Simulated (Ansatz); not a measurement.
The first iterations of a band of BH4NO + FH (9 atoms, charge 0, multiplicity 1).

The calculation used RKS PBE-D4/6-31G* (Ansatz 0.2.0).

- movable images: 7
- climbing image: yes
- spring: 5.0 eV/Å²
- optimiser: quadratic models (default)
- start path: through a guess of the saddle point
- force threshold: 0.05 eV/Å
- iteration limit: 60
- end points: relaxed

First end point:

```xyz
9
Properties=species:S:1:pos:R:3
B 0.094 -0.354 0.314
N 0.000 -0.089 1.726
H -0.852 -0.326 2.230
H 0.839 -0.163 2.302
O 1.354 -0.408 -0.225
H 1.310 -0.490 -1.195
H -0.914 -0.514 -0.327
F -0.279 2.367 0.598
H -0.186 1.624 1.210
```

Last end point:

```xyz
9
Properties=species:S:1:pos:R:3
B 0.083 0.380 0.090
N -0.109 0.212 1.763
H -0.375 -0.747 2.016
H 0.801 0.415 2.198
O 1.243 -0.441 -0.115
H 1.223 -0.797 -1.020
H -0.978 -0.006 -0.400
F 0.282 1.764 -0.036
H -0.804 0.867 2.138
```

| iteration | highest image above the first end (eV) | largest band force component (eV/Å) |
| --- | --- | --- |
| 1 | 2.596 | 15.834 |
| 2 | 1.007 | 2.980 |
| 3 | 0.568 | 2.253 |
| 4 | 0.443 | 1.307 |
| 5 | 0.379 | 1.207 |

Q: Does the band converge within its limit, and where does its top end?

A: It converged. It ended after 15 iterations with the highest image 0.279 eV above the first end. A vibrational analysis at the climbing image gives one clearly imaginary mode, 581i cm⁻¹: a first-order saddle point. The orbitals stay closed-shell, which can raise the energy where a bond breaks towards radicals; this wasn't checked here.

Time of the run: 2.8 min on 1 thread of Arm Neoverse V2, with other jobs on the host, peak memory 0.12 GiB.
